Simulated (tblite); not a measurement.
Compound: C₅H₁₂O₂Si.
Structure used (GFN2-xTB), in Å, numbered top down from 1:
```xyz
20
C5H12O2Si angstrom
C      3.5229    0.1124   -0.0412
O      2.1954    0.3552   -0.4287
C      1.3232   -0.7182   -0.1349
Si    -0.4001   -0.1046   -0.6668
C     -1.8209   -1.3410   -0.3470
C     -2.8408   -0.4633    0.3893
O     -2.1835    0.4312    1.2518
C     -1.1835    1.1590    0.5500
H      4.1004    0.9876   -0.3320
H      3.6004   -0.0324    1.0442
H      3.9264   -0.7765   -0.5427
H      1.6335   -1.6156   -0.6878
H      1.3734   -0.9645    0.9350
H     -0.3553    0.4058   -2.0412
H     -2.2683   -1.7702   -1.2389
H     -1.5144   -2.1641    0.2987
H     -3.5208   -1.0438    1.0157
H     -3.4331    0.1001   -0.3485
H     -1.6472    2.0011    0.0182
H     -0.5127    1.5685    1.3038
```

Level: GFN2-xTB in tblite, geometry and Hessian alike; calculated harmonic values, unscaled, isolated species. This tight-binding method is rough: wavenumbers can miss measured ones by several per cent, in bad cases by 10 to 20. Modes of hydrogen on silicon can be 10 to 20 % off. One conformer, not necessarily the lowest.

Harmonic wavenumbers (cm⁻¹): 37.8, 59.7, 75.8, 112.2, 197.8, 216.9, 228.6, 273.1, 348.7, 426.6, 545.3, 572.1, 633.9, 693.8, 711.1, 760.4, 772.9, 813.2, 833.8, 927.1, 958.4, 976.2, 1010.9, 1073.8, 1101.8, 1132.7, 1140.7, 1154.0, 1154.6, 1197.6, 1221.0, 1253.5, 1266.0, 1294.8, 1330.8, 1404.9, 1462.4, 1464.4, 1469.2, 1481.0, 1484.6, 1492.4, 2239.6, 2846.8, 2850.3, 2861.2, 2879.6, 2889.7, 2914.0, 2977.5, 2989.8, 2994.5, 3027.3, 3028.6.

A = 4162, B = 833.7, C = 765.0 MHz; mass 132.061 u (most abundant isotopes); point group C1, symmetry number 1.

**Question.** What is the zero-point energy?

**Answer.** Half the sum of the wavenumbers: 35633 cm⁻¹ = 426.26 kJ/mol.

**Question.** Give the ideal-gas entropy at 298.15 K and 1 bar in the rigid-rotor, harmonic-oscillator model (classical rotation).

**Answer.** Translation 169.76, rotation 122.10, vibration 128.36: S = 420.2 J/(mol K).

**Question.** And Cp and H(298.15 K) − H(0)?

**Answer.** Cp = 160.27 J/(mol K), of which vibrations give 127.01 (their classical limit is 54 R = 449.0); H(298.15 K) − H(0) = 29.26 kJ/mol without the zero-point energy, 19.34 from vibrations.

**Question.** What must be added to the electronic energy to get the Gibbs energy at 298.15 K and 1 bar?

**Answer.** ZPE + [H(298.15 K) − H(0)] − T·S = 426.26 + 29.26 − 125.29 = 330.23 kJ/mol.

**Question.** Blend soft modes into free rotors: weight 1/[1 + (100 cm⁻¹/ν̃)⁴] for the oscillator and the rest for a rotor with moment μB/(μ + B), μ = h/(8π²ν), B = 10⁻⁴⁴ kg m². What vibrational entropy results?

**Answer.** 114.50 J/(mol K) in place of 128.36, which changes −T·S at 298.15 K by +4.13 kJ/mol.

**Question.** How do the functions run with temperature in this model?

**Answer.** 
```
T (K)  S (J/(mol K))  Cp (J/(mol K))  H − H(0) (kJ/mol)  G − H(0) (kJ/mol)  ln q(vib)
  100          298.3            80.7               5.75             -24.08       2.22
  200          365.4           117.8              15.65             -57.44       5.03
  300          421.2           161.1              29.55             -96.81       7.68
  500          523.7           243.5              70.37            -191.46      12.88
  800          657.5           324.9             156.72            -369.25      20.46
 1000          734.0           360.2             225.42            -508.54      25.22
```

q(vib) and H(0) count from the zero-point level.

Hindered rotation and anharmonicity are outside this model. Other conformers, if any are populated, would add a mixing term that is left out. The structure is chiral; the term R ln 2 for an equal mix with its mirror image is left out.
